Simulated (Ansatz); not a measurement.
Basis sets compared for the cluster Ca₅Si₃⁺. The state is a doublet with charge 1. Geometry PBE-D4/def2-SVP. Ansatz on 6 threads of Intel Xeon on a shared host; times are rough, and most runs start from earlier orbitals.

| atom | x (Å) | y (Å) | z (Å) |
| --- | --- | --- | --- |
| Ca1 | -0.915 | -2.654 | 1.377 |
| Ca2 | -0.354 | -1.388 | -2.133 |
| Ca3 | 2.276 | 0.925 | -1.652 |
| Ca4 | -1.176 | 2.037 | -1.803 |
| Ca5 | -0.029 | 0.295 | 2.927 |
| Si6 | 0.491 | 1.603 | 0.519 |
| Si7 | 1.077 | -0.802 | 0.438 |
| Si8 | -1.372 | -0.017 | 0.328 |

The structure comes from a short search, and lower isomers may exist.

```json
{"level": "PBE-D4/def2-SVP", "functions": "174", "energy (Eh)": "-4254.1187", "HOMO (eV)": "-5.87", "LUMO (eV)": "-5.38", "wall time": "8.5 s"}
{"level": "PBE0-D4/def2-SVP", "functions": "174", "energy (Eh)": "-4254.4090", "HOMO (eV)": "-6.33", "LUMO (eV)": "-4.78", "wall time": "15 s"}
```

Q: Estimate the rows for PBE-D4/def2-TZVP, PBE0-D4/def2-TZVP (with forces).

A: 
| level | functions | energy (Eh) | HOMO (eV) | LUMO (eV) | wall time |
| --- | --- | --- | --- | --- | --- |
| PBE-D4/def2-TZVP | 291 | -4254.8412 | -5.88 | -5.39 | 13 s |
| PBE0-D4/def2-TZVP (with forces) | 291 | -4255.1238 | -6.36 | -4.81 | 32 s |
